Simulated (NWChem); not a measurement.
# CH4ClGaO; SMILES [GaH]([Cl])[O]C

```xyz
8

Ga    -0.4235     0.0246    -0.0007
H     -1.9483    -0.2623    -0.0032
Cl     0.3928     1.9998    -0.0022
O      0.8160    -1.2411     0.0047
C      0.5629    -2.6164     0.0035
H      1.0098    -3.0872    -0.8900
H      1.0198    -3.0897     0.8906
H     -0.5149    -2.8725     0.0092
```
Atoms are numbered in this order, from 1.

Level: PBE0/def2-SVP (NWChem), optimised geometry, unscaled harmonic frequencies. 

```json
[
 {"frequency (cm⁻¹)": "96", "IR intensity (km/mol)": "5.0"},
 {"frequency (cm⁻¹)": "99", "IR intensity (km/mol)": "0.0"},
 {"frequency (cm⁻¹)": "108", "IR intensity (km/mol)": "1.5"},
 {"frequency (cm⁻¹)": "238", "IR intensity (km/mol)": "10.7"},
 {"frequency (cm⁻¹)": "439", "IR intensity (km/mol)": "59.0"},
 {"frequency (cm⁻¹)": "456", "IR intensity (km/mol)": "56.5"},
 {"frequency (cm⁻¹)": "591", "IR intensity (km/mol)": "163.4"},
 {"frequency (cm⁻¹)": "647", "IR intensity (km/mol)": "27.2"},
 {"frequency (cm⁻¹)": "1157", "IR intensity (km/mol)": "166.3"},
 {"frequency (cm⁻¹)": "1179", "IR intensity (km/mol)": "0.0"},
 {"frequency (cm⁻¹)": "1213", "IR intensity (km/mol)": "84.5"},
 {"frequency (cm⁻¹)": "1466", "IR intensity (km/mol)": "1.2"},
 {"frequency (cm⁻¹)": "1475", "IR intensity (km/mol)": "19.1"},
 {"frequency (cm⁻¹)": "1482", "IR intensity (km/mol)": "14.9"},
 {"frequency (cm⁻¹)": "2044", "IR intensity (km/mol)": "92.2"},
 {"frequency (cm⁻¹)": "2997", "IR intensity (km/mol)": "86.4"},
 {"frequency (cm⁻¹)": "3081", "IR intensity (km/mol)": "47.0"},
 {"frequency (cm⁻¹)": "3104", "IR intensity (km/mol)": "31.5"}
]
```

| Quantity | Result |
|---|---|
| zero-point energy | 31.3 kcal/mol |
| thermal correction to the enthalpy at 298.15 K (with zero-point energy) | 35.9 kcal/mol |
| heat capacity Cv | 19.2 cal/(mol K) |
| entropy at 298.15 K and 1 atm (symmetry number 1) | 81.9 cal/(mol K) |
| dipole moment | 2.67 D |

Rigid rotor and harmonic oscillator; modes under 100 cm⁻¹ make the entropy uncertain.
